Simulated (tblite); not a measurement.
Species: C5H11ClOSi.
SMILES with atom numbers: `[CH3:1]/[C:2]([SiH3:3])=[C:4](/[Cl:5])[CH2:6][CH2:7][OH:8]` (hydrogens: H9, H10, H11 on C1; H12, H13, H14 on Si3; H15, H16 on C6; H17, H18 on C7; H19 on O8)

Computed with GFN2-xTB (tblite), gas phase: L-BFGS steps from a force-field or distance-geometry start until the largest atomic force falls under 0.01 eV/Å.

Step 17: E = -724.8927 eV
```
atom  x, y, z in Å  |  force x, y, z in eV/Å
C1     -0.9764   -1.0955    1.0658    0.006  -0.033   0.040
C2     -0.9184    0.1921    0.2985   -0.044  -0.026   0.013
Si3    -2.1082    1.5663    0.8394   -0.004  -0.003   0.017
C4     -0.1116    0.3663   -0.7433    0.032  -0.070   0.026
Cl5    -0.1173    1.9297   -1.5094    0.012   0.083  -0.054
C6      0.8518   -0.5974   -1.3653    0.089  -0.068  -0.020
C7      2.2953   -0.3915   -0.8637    0.021   0.029  -0.042
O8      2.4703   -0.6970    0.4951   -0.067  -0.036  -0.001
H9     -0.9205   -0.8887    2.1329    0.019   0.025   0.014
H10    -0.1734   -1.7804    0.8093   -0.006  -0.009   0.003
H11    -1.9321   -1.5879    0.8881    0.004  -0.002  -0.041
H12    -2.8915    0.9631    1.9239   -0.018   0.085  -0.008
H13    -1.3547    2.7208    1.3376   -0.012  -0.053  -0.025
H14    -2.9909    1.9546   -0.2637    0.062  -0.034   0.040
H15     0.5426   -1.6206   -1.1522    0.007  -0.018   0.045
H16     0.8536   -0.4720   -2.4494   -0.014   0.075   0.009
H17     2.6073    0.6412   -1.0721   -0.022   0.029   0.001
H18     2.9664   -1.0684   -1.3979   -0.023  -0.001  -0.020
H19     1.8978   -0.1256    1.0189   -0.042   0.028   0.004
```

Step 18: E = -724.8943 eV
```
atom  x, y, z in Å  |  force x, y, z in eV/Å
C1     -0.9757   -1.1009    1.0696    0.003   0.003   0.010
C2     -0.9176    0.1868    0.3014   -0.053   0.022  -0.001
Si3    -2.1058    1.5663    0.8381    0.006  -0.017   0.028
C4     -0.1122    0.3625   -0.7415    0.018  -0.002   0.032
Cl5    -0.1178    1.9306   -1.5070    0.004   0.022  -0.017
C6      0.8523   -0.5972   -1.3660    0.051  -0.042  -0.018
C7      2.2944   -0.3887   -0.8651    0.021   0.010  -0.019
O8      2.4668   -0.6946    0.4935   -0.048  -0.047   0.030
H9     -0.9214   -0.8926    2.1367    0.028   0.015   0.005
H10    -0.1717   -1.7833    0.8102   -0.008  -0.019   0.022
H11    -1.9313   -1.5926    0.8902    0.006  -0.008  -0.038
H12    -2.8934    0.9682    1.9240   -0.004   0.093  -0.026
H13    -1.3499    2.7225    1.3308   -0.019  -0.069  -0.022
H14    -2.9833    1.9558   -0.2687    0.056  -0.040   0.043
H15     0.5397   -1.6194   -1.1534    0.036  -0.032   0.031
H16     0.8529   -0.4659   -2.4486   -0.016   0.055  -0.018
H17     2.6072    0.6442   -1.0712   -0.031   0.025  -0.013
H18     2.9653   -1.0666   -1.3977   -0.008   0.000  -0.029
H19     1.8917   -0.1258    1.0173   -0.042   0.031  -0.001
```

Step 19: E = -724.8956 eV
```
atom  x, y, z in Å  |  force x, y, z in eV/Å
C1     -0.9752   -1.1044    1.0723   -0.002   0.028  -0.017
C2     -0.9179    0.1834    0.3031   -0.033   0.038  -0.017
Si3    -2.1043    1.5658    0.8379    0.017  -0.029   0.025
C4     -0.1120    0.3598   -0.7398    0.009   0.048   0.024
Cl5    -0.1176    1.9317   -1.5063   -0.001  -0.037   0.017
C6      0.8535   -0.5978   -1.3668   -0.002  -0.002  -0.008
C7      2.2944   -0.3867   -0.8663    0.011  -0.009   0.008
O8      2.4631   -0.6939    0.4927   -0.036  -0.038   0.039
H9     -0.9216   -0.8947    2.1393    0.028   0.006  -0.004
H10    -0.1707   -1.7856    0.8113   -0.010  -0.021   0.034
H11    -1.9307   -1.5958    0.8908    0.008  -0.011  -0.028
H12    -2.8951    0.9735    1.9239   -0.004   0.087  -0.021
H13    -1.3471    2.7222    1.3261   -0.010  -0.061  -0.011
H14    -2.9772    1.9556   -0.2710    0.039  -0.038   0.029
H15     0.5385   -1.6192   -1.1533    0.060  -0.033   0.012
H16     0.8520   -0.4608   -2.4484   -0.015   0.030  -0.027
H17     2.6067    0.6467   -1.0706   -0.033   0.015  -0.016
H18     2.9644   -1.0654   -1.3983    0.010   0.004  -0.029
H19     1.8868   -0.1253    1.0160   -0.036   0.025  -0.011
```

Step 20: E = -724.8967 eV
```
atom  x, y, z in Å  |  force x, y, z in eV/Å
C1     -0.9749   -1.1069    1.0744   -0.005   0.038  -0.033
C2     -0.9187    0.1810    0.3044    0.001   0.030  -0.026
Si3    -2.1027    1.5650    0.8382    0.024  -0.033   0.011
C4     -0.1117    0.3581   -0.7378    0.004   0.067   0.009
Cl5    -0.1173    1.9320   -1.5056   -0.004  -0.072   0.040
C6      0.8545   -0.5982   -1.3676   -0.045   0.033   0.004
C7      2.2946   -0.3851   -0.8671   -0.005  -0.024   0.027
O8      2.4590   -0.6941    0.4927   -0.027  -0.018   0.028
H9     -0.9211   -0.8965    2.1414    0.022   0.000  -0.015
H10    -0.1701   -1.7881    0.8129   -0.010  -0.014   0.037
H11    -1.9299   -1.5988    0.8908    0.011  -0.009  -0.015
H12    -2.8967    0.9800    1.9235   -0.015   0.069   0.000
H13    -1.3448    2.7207    1.3216    0.008  -0.037   0.005
H14    -2.9709    1.9547   -0.2724    0.015  -0.032   0.007
H15     0.5387   -1.6196   -1.1530    0.075  -0.023  -0.009
H16     0.8510   -0.4556   -2.4487   -0.015   0.005  -0.019
H17     2.6057    0.6492   -1.0704   -0.032  -0.002  -0.011
H18     2.9638   -1.0642   -1.3994    0.023   0.010  -0.021
H19     1.8819   -0.1244    1.0145   -0.025   0.014  -0.020
```

Q: Estimate the geometry and energy of step 21. (The exact step hangs on the optimiser's Hessian estimate; all steps are aligned on step 20, rigid shifts and turns removed.)

A: E = -724.8978 eV, largest force 0.083 eV/Å
```
atom  x, y, z in Å  |  force x, y, z in eV/Å
C1     -0.9745   -1.1091    1.0760   -0.006   0.030  -0.037
C2     -0.9196    0.1789    0.3055    0.033   0.007  -0.023
Si3    -2.1006    1.5637    0.8384    0.020  -0.025  -0.005
C4     -0.1112    0.3574   -0.7355    0.003   0.052  -0.006
Cl5    -0.1175    1.9311   -1.5035   -0.006  -0.070   0.044
C6      0.8547   -0.5981   -1.3684   -0.059   0.050   0.012
C7      2.2945   -0.3838   -0.8674   -0.022  -0.029   0.032
O8      2.4544   -0.6943    0.4933   -0.020   0.004   0.006
H9     -0.9203   -0.8987    2.1434    0.012  -0.002  -0.026
H10    -0.1697   -1.7909    0.8155   -0.009  -0.002   0.033
H11    -1.9288   -1.6023    0.8908    0.012  -0.003  -0.004
H12    -2.8986    0.9881    1.9229   -0.029   0.047   0.026
H13    -1.3420    2.7186    1.3167    0.030  -0.009   0.022
H14    -2.9637    1.9532   -0.2740   -0.009  -0.026  -0.016
H15     0.5402   -1.6202   -1.1532    0.078  -0.005  -0.028
H16     0.8495   -0.4501   -2.4493   -0.015  -0.019  -0.001
H17     2.6038    0.6517   -1.0704   -0.027  -0.023   0.001
H18     2.9636   -1.0625   -1.4008    0.026   0.019  -0.004
H19     1.8759   -0.1232    1.0127   -0.015   0.002  -0.025
```

The energy changes by -0.0011 eV. The first-order estimate −F·Δx gives -0.0015 eV and the mean of the old and new forces, exact on a quadratic surface, -0.0011 eV. The step makes an angle of 67° with the force vector and moves no atom by more than 0.008 Å.

The cost below is that of the whole relaxation. Hardware: one thread, Arm Neoverse N1 (aarch64) (shared host). Cost: 0.83 s.
